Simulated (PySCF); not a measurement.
# `[BH3-]C#[N+]C`: ΔSCF against reference XPS values

Measured values to reproduce (core binding energies): B 1s of B1 193.60 eV [1]; C 1s of C2 293.43 eV [1]; C 1s of C4 294.06 eV [1]; N 1s of N3 407.13 eV [1]. Sources and the comparison follow the method.

C₂H₆BN.
Numbering: `[BH3-:1][C:2]#[N+:3][CH3:4]`

Level of theory: delta-SCF UKS SCAN, pcX-2 on the ionised atom, pcseg-1 elsewhere, spin-free X2C in PySCF 2.14.0. Binding energies are ΔSCF values: E(core-ionised, relaxed orbitals) − E(ground state) at a fixed geometry, referred to the vacuum level.

```csv
atom,environment,level,this calculation (eV),reference (eV),difference (eV),source
B1,four-coordinate boron,B 1s,193.61,193.60,+0.01,[1]
C2,triply bonded carbon,C 1s,293.06,293.43,-0.37,[1]
C4,N-methyl carbon,C 1s,293.74,294.06,-0.32,[1]
N3,nitrogen bonded to 2 C,N 1s,406.77,407.13,-0.36,[1]
```

[1] measured, gas; Beach, A photoelectron spectroscopic study of bonding in inorganic and organometallic compounds, PhD thesis, LBL 1985

**Question.** How far is it from the measured entries?

**Answer.** Over the 4 different measured values (4 distinct lines) the mean signed difference is -0.26 eV, the mean unsigned one 0.27 eV and the largest 0.37 eV. The calculation is vertical and has no vibrational structure, and measured positions depend on the energy calibration.

The listed C 1s values span 0.68 eV, from C2 (bonded to N (triple bond) and B) to C4 (bonded to N and 3 H).

Geometry: PBE0-D3(BJ)/def2-SVP; no solvent, vibrations or thermal averaging.
